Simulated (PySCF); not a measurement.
C₂H₅F₂NSi, SMILES F[SiH](F)/C=N/C. Coordinates come from a PBE-D3(BJ)/def2-SVP optimisation. The structure was generated by enumeration; whether it is a known compound was not checked. Other conformers were not sampled.

Computed equilibrium geometry at PBE-D3(BJ)/def2-SVP (PySCF confirms it by a frequency run) as bond lengths and angles (one conformer of several):
Atoms: C1 N2 C3 Si4 F5 F6 H7 H8 H9 H10 H11. Bond lengths (Å): C1–N2 1.443, C1–H7 1.118, C1–H8 1.111, C1–H9 1.111, N2–C3 1.283, C3–Si4 1.877, C3–H10 1.124, Si4–F5 1.632, Si4–F6 1.632, Si4–H11 1.488. Bond angles (°): N2–C1–H7 114.4, N2–C1–H8 108.9, N2–C1–H9 108.9, H7–C1–H8 109.2, H7–C1–H9 109.2, H8–C1–H9 105.7, C1–N2–C3 119.3, N2–C3–Si4 116.0, N2–C3–H10 121.9, Si4–C3–H10 122.0, C3–Si4–F5 109.4, C3–Si4–F6 109.4, C3–Si4–H11 112.7, F5–Si4–F6 106.0, F5–Si4–H11 109.5, F6–Si4–H11 109.5.
